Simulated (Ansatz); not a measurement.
One change: `C#CC1CC1` becomes `[SiH3]C1CC1`.

Ansatz, PBE0-D4/def2-TZVP geometries, multiplicity 1. 

| property | `C#CC1CC1` |
| --- | --- |
| HOMO–LUMO gap (PBE0/def2-TZVPP) / eV | 8.09 |
| HOMO energy (B3LYP/def2-TZVPP) / eV | -6.97 |
| LUMO energy (ωB97M-V/def2-TZVPP) / eV | 2.70 |
| ideal-gas entropy at 298 K and 1 bar (rigid rotor, harmonic PBE0-D4/def2-TZVP) / J/(mol·K) | 296 |
| HOMO energy (PBE/def2-TZVPP) / eV | -6.03 |
| HOMO–LUMO gap (PBE/def2-TZVPP) / eV | 5.96 |

(1) Give the same properties after the change, and the shifts. (An estimate is asked.)

Answers

(1) The calculation gave: 
```
                                                                                  property  `[SiH3]C1CC1`  shift
                                                      HOMO–LUMO gap (PBE0/def2-TZVPP) / eV           9.18   1.09
                                                       HOMO energy (B3LYP/def2-TZVPP) / eV          -8.08  -1.11
                                                     LUMO energy (ωB97M-V/def2-TZVPP) / eV           2.42  -0.28
ideal-gas entropy at 298 K and 1 bar (rigid rotor, harmonic PBE0-D4/def2-TZVP) / J/(mol·K)            306     10
                                                         HOMO energy (PBE/def2-TZVPP) / eV          -7.06  -1.03
                                                       HOMO–LUMO gap (PBE/def2-TZVPP) / eV           7.11   1.15
```

The zero-point energy changes by 14.4 kJ/mol with +3 modes.

B3LYP here is the variant with VWN-RPA as its local correlation; programs differ in this.
